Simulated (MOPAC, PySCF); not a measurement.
Precursor series Zn NH2-SH. Gas-phase values, no solvent. One relaxed conformer stands for each flexible species; it need not be the lowest.

Quantity: redistribution energy (mixed species minus the weighted end members), in eV. Semi-empirical values (MOPAC) are differences of heats of formation.

Level 1: B3LYP/LANL2DZ // TPSS-D3(BJ)/def2-SVP (PySCF)
Level 2: PBE/6-31G* (LANL2DZ on Zn) // TPSS-D3(BJ)/def2-SVP (PySCF)
Level 3: HF/6-31G* (LANL2DZ on Zn) // TPSS-D3(BJ)/def2-SVP (PySCF)
Level 4: AM1 // TPSS-D3(BJ)/def2-SVP (MOPAC)

| species | level 2 | level 3 | level 4 |
|---|---|---|---|
| 1 of 2 NH2 replaced by SH: [Zn(NH2)(SH)] | -0.024 | -0.002 | -0.024 |

Task: What does level 1 give for each?

Result: 
- 1 of 2 NH2 replaced by SH: [Zn(NH2)(SH)]: -0.035
